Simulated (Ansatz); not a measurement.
Start from `CB(N)[TeH]` and change one atom or group to get `CNB(C)N`.

Ansatz, PBE0-D4/def2-TZVP geometries, multiplicity 1. Each molecule was computed in one conformer, which needn't be the lowest.

Elements past krypton have def2 core potentials.  Spin–orbit coupling is left out; it splits and shifts lone-pair levels of the heavy atoms by tenths of an eV.

| property | `CB(N)[TeH]` |
| --- | --- |
| HOMO–LUMO gap (PBE0/def2-TZVPP) / eV | 6.02 |
| HOMO energy (PBE/def2-TZVPP) / eV | -5.13 |
| HOMO–LUMO gap (PBE/def2-TZVPP) / eV | 4.18 |
| LUMO energy (B3LYP/def2-TZVPP) / eV | -0.37 |
| HOMO–LUMO gap (B3LYP/def2-TZVPP) / eV | 5.55 |
| LUMO energy (PBE0/def2-TZVPP) / eV | -0.12 |

Problem. What does the change do to each property? (An estimate is asked.)

Solution. Computed: 
| property | `CNB(C)N` | shift |
| --- | --- | --- |
| HOMO–LUMO gap (PBE0/def2-TZVPP) / eV | 7.24 | 1.22 |
| HOMO energy (PBE/def2-TZVPP) / eV | -4.96 | 0.17 |
| HOMO–LUMO gap (PBE/def2-TZVPP) / eV | 5.12 | 0.94 |
| LUMO energy (B3LYP/def2-TZVPP) / eV | 0.59 | 0.96 |
| HOMO–LUMO gap (B3LYP/def2-TZVPP) / eV | 6.68 | 1.13 |
| LUMO energy (PBE0/def2-TZVPP) / eV | 0.93 | 1.05 |

With PBE0 the HOMO falls by 0.17 eV and the LUMO rises by 1.05 eV, so the gap widens by about 1.22 eV. PBE moves the HOMO by 0.17 eV and ωB97M-V by -0.44 eV.

B3LYP here is the variant with VWN-RPA as its local correlation; programs differ in this.
